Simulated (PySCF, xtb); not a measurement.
1-chlorocyclobutene (C4H5Cl), SMILES C1=C(CC1)Cl.

GFN2-xTB (xtb) at its own geometry gives an orbital gap of 4.67 eV and a dipole moment of 1.82 D.

Geometry optimised at PBE-D3(BJ)/def2-SVP.

Problem. What does PBE/def2-TZVP run with PySCF give? (An estimate is asked for; the answer gives what the named calculation found.)

Solution. gap 4.92 eV (levels -5.90 and -0.97 eV), dipole 1.57 D.
